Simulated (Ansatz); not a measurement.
Basis-set extrapolation for C2H8OSSi, SMILES `CSC[SiH2]O` (PBE0-D4/def2-TZVP geometry, frozen core, the Gaussian-basis code of Ansatz). Multiplicity 1, RHF reference.

```
                      def2-TZVPP   def2-QZVPP
                 HF  -841.857520  -841.885759
    MP2 correlation    -0.897811    -0.965692
CCSD(T) correlation    -0.990814      not run
```

Energies in hartree. Use E(X) = E(∞) + A·exp(−7.88·√X) for Hartree–Fock and E(X) = E(∞) + B·X^(−2.97) for correlation, with X = 3 and 4, and add CCSD(T) minus MP2 of the smaller set to the MP2 limit.

Q: What is the CCSD(T) energy at the basis-set limit?

A: HF limit: -841.885759 + (-0.028239) × 0.13774 = -841.88965. MP2 limit: -0.965692 + (-0.067881) × 0.74074 = -1.01597. Higher-order term: -0.990814 − (-0.897811) = -0.09300. Total: -842.99862 hartree, 4.09 eV below CCSD(T)/def2-TZVPP.
